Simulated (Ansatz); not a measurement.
One change: `[NH]=[Nb]([NH2])([NH2])[F]` becomes `[NH]=[Nb]([NH2])([F])[Cl]`.

Ansatz, PBE0-D4/def2-TZVP geometries, multiplicity 1. Each molecule was computed in one conformer, which needn't be the lowest.

Elements past krypton have def2 core potentials.

```csv
property,`[NH]=[Nb]([NH2])([NH2])[F]`
HOMO energy (PBE/def2-TZVPP) / eV,-6.01
HOMO–LUMO gap (PBE0/def2-TZVPP) / eV,6.87
LUMO energy (PBE/def2-TZVPP) / eV,-1.38
LUMO energy (B3LYP/def2-TZVPP) / eV,-0.77
"ideal-gas entropy at 298 K and 1 bar (rigid rotor, harmonic PBE0-D4/def2-TZVP) / J/(mol·K)",360
size of the dipole moment (PBE/def2-TZVPP) / D,2.43
```

Problem. Give the same properties after the change, and the shifts. (Best estimate.)

Solution. Ansatz gave: 
```json
{"property": "HOMO energy (PBE/def2-TZVPP) / eV", "`[NH]=[Nb]([NH2])([F])[Cl]`": "-6.89", "shift": "-0.88"}
{"property": "HOMO–LUMO gap (PBE0/def2-TZVPP) / eV", "`[NH]=[Nb]([NH2])([F])[Cl]`": "6.71", "shift": "-0.16"}
{"property": "LUMO energy (PBE/def2-TZVPP) / eV", "`[NH]=[Nb]([NH2])([F])[Cl]`": "-2.39", "shift": "-1.01"}
{"property": "LUMO energy (B3LYP/def2-TZVPP) / eV", "`[NH]=[Nb]([NH2])([F])[Cl]`": "-1.81", "shift": "-1.04"}
{"property": "ideal-gas entropy at 298 K and 1 bar (rigid rotor, harmonic PBE0-D4/def2-TZVP) / J/(mol·K)", "`[NH]=[Nb]([NH2])([F])[Cl]`": "358", "shift": "-2"}
{"property": "size of the dipole moment (PBE/def2-TZVPP) / D", "`[NH]=[Nb]([NH2])([F])[Cl]`": "2.80", "shift": "0.37"}
```

With PBE0 the HOMO falls by 0.90 eV and the LUMO falls by 1.06 eV, so the gap narrows by about 0.16 eV. PBE moves the HOMO by -0.88 eV and ωB97M-V by -0.86 eV. The zero-point energy changes by -61.7 kJ/mol with -6 modes. Dipoles are sizes alone; their direction can turn.

B3LYP here is the variant with VWN-RPA as its local correlation; programs differ in this.
